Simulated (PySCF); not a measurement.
**Radial density of Si (silicon, neutral)**

BHandHLYP, [Ne] 3s2 3p1 4s1, high-spin 3P determinant (an excited configuration). Computed with PySCF 2.14 in dyall-acv3z (19s12p6d4f, 113 functions), with no relativity, point nucleus.

```csv
r (bohr),4πr²ρ (e/bohr),4πr²(ρα − ρβ)
0.00196,0.08100,0.0000
0.00330,0.2208,0.0001
0.00555,0.5863,0.0002
0.00934,1.492,0.0005
0.0157,3.534,0.0011
0.0264,7.417,0.0024
0.0444,12.74,0.0046
0.0747,15.84,0.0091
0.126,12.58,0.0247
0.211,9.758,0.0695
0.356,13.94,0.1000
0.598,10.65,0.0131
1.01,2.688,0.0907
1.69,1.675,0.4565
2.85,0.7967,0.3171
4.79,0.2397,0.2167
8.05,0.1206,0.1205
13.5,0.0009008,0.0009
```

The outer electron is Rydberg-like, and this basis confines it to a smaller radius and binds it less than a complete one would.
